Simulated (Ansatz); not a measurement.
A nudged elastic band was laid between two geometries of CH$_{5}$BSSi (9 atoms, charge 0, multiplicity 1).

Method: RKS B3LYP/6-31G* in Ansatz 0.2.0.

- movable images: 7
- climbing image: yes
- spring: 5.0 eV/Å²
- optimiser: quadratic models (default)
- start path: through a guess of the saddle point
- force threshold: 0.05 eV/Å
- iteration limit: 51
- end points: relaxed

Image 0:

```xyz
9
Properties=species:S:1:pos:R:3
B -0.732 1.287 -0.880
C 0.193 0.152 -0.407
Si 0.406 -1.095 0.989
S 1.137 0.390 -1.745
H -1.691 1.023 -1.543
H -0.541 2.400 -0.487
H 1.610 -1.930 0.760
H -0.818 -1.937 1.036
H 0.524 -0.335 2.260
```

Image 8:

```xyz
9
Properties=species:S:1:pos:R:3
B -0.783 1.031 -1.136
C 0.234 0.360 -0.198
Si 0.409 -1.082 1.003
S 1.355 1.498 -0.630
H -0.890 0.638 -2.260
H -1.525 1.860 -0.700
H 0.118 -2.332 0.255
H -0.607 -0.903 2.073
H 1.777 -1.117 1.576
```

Which bonds break or form, and what moves?

No bond is made or broken. The dihedral S4–C2–Si3–H7 goes from 0 to -122°. The two ends are copies of one structure, up to a mirror image or an exchange of like atoms.

Give the energies along the band, and the barrier.

It converged. The highest image is number 4 of 0 to 8, 0.034 eV above the ends, which have the same energy within 2 meV. A vibrational analysis at the climbing image gives one clearly imaginary mode, 91i cm⁻¹: a first-order saddle point.

```
image  path coordinate (Å)  energy (eV)  dihedral S4–C2–Si3–H7 (°)
    0                 0.00        0.000                          0
    1                 0.44        0.004                        -14
    2                 0.87        0.015                        -28
    3                 1.31        0.027                        -42
    4                 1.74        0.034                        -55
    5                 2.25        0.031                        -71
    6                 2.75        0.018                        -87
    7                 3.26        0.005                       -104
    8                 3.76        0.000                       -122
```

What is the geometry of the highest image?


```xyz
9
Properties=species:S:1:pos:R:3
B -0.823 1.178 -0.976
C 0.219 0.275 -0.300
Si 0.404 -1.113 0.971
S 1.421 1.002 -1.177
H -1.384 0.788 -1.958
H -1.140 2.208 -0.458
H 1.107 -2.250 0.325
H -0.931 -1.540 1.454
H 1.215 -0.595 2.102
```

The band took 19 iterations and about 8 core-minutes.

Time of the run: 8.3 min on 1 thread of Arm Neoverse V1, with other jobs on the host, peak memory 0.15 GiB.
